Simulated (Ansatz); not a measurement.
C₃H₃I, SMILES `IC1=CC1`, relaxed with RKS PBE0-D4/def2-TZVP in Ansatz from a PBE-D4/def2-SVP geometry. The force threshold is 0.005 eV/Å; the program also tests the step.

Charge 0, multiplicity 1. I takes the def2 core potential.

Start:

```xyz
7

I     1.318    0.627   -2.381
C     0.288    0.056   -0.684
C    -0.534   -0.780   -0.103
C     0.000    0.372    0.754
H    -1.176   -1.666   -0.121
H    -0.668    1.222    1.008
H     0.771    0.169    1.526
```

```tsv
step	energy (eV)	largest force (eV/Å)	largest move (Å)
1	-11255.8830	1.008	0.000
2	-11255.9306	0.351	0.043
3	-11255.9341	0.048	0.009
4	-11255.9342	0.019	0.001
5	-11255.9342	0.008	0.000
6	-11255.9342	0.002	0.000
```

End:

```xyz
7

I     1.297    0.614   -2.347
C     0.284    0.054   -0.677
C    -0.524   -0.767   -0.102
C    -0.001    0.369    0.749
H    -1.155   -1.638   -0.122
H    -0.659    1.203    0.994
H     0.758    0.166    1.505
```

Hardware: 2 threads of an Arm Neoverse V1 on a shared host. Wall time 29 s, peak host memory 0.34 GiB.
